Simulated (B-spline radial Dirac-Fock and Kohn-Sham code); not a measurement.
**Relativistic shifts of the levels of Si⁺**

System: the Si⁺ ion in the configuration 1s2 2s2 2p6 3s2 3p1.

Both columns are ΔSCF binding energies of the configuration average from a radial atomic solver: non-relativistic Hartree-Fock with a point nucleus, and Dirac-Fock with a finite nucleus and the Coulomb interaction alone, averaged over the two j levels with weights 2j+1.

```tsv
shell	Hartree-Fock (eV)	Dirac-Fock (eV)	shift (eV)	shift (%)
1s	1856.9	1861.6	+4.78	+0.26
2s	171.8	172.5	+0.71	+0.41
2p	119.2	119.1	-0.06	-0.05
3s	22.36	22.42	+0.06	+0.25
3p	15.71	15.70	-0.01	-0.07
```

Relativity binds 1s, 2s, 3s more strongly, among those listed most of all 2s in relative terms, and 2p, 3p more weakly.

Values without a named source are computed, but for edge energies of neutral atoms, which are taken from tables.
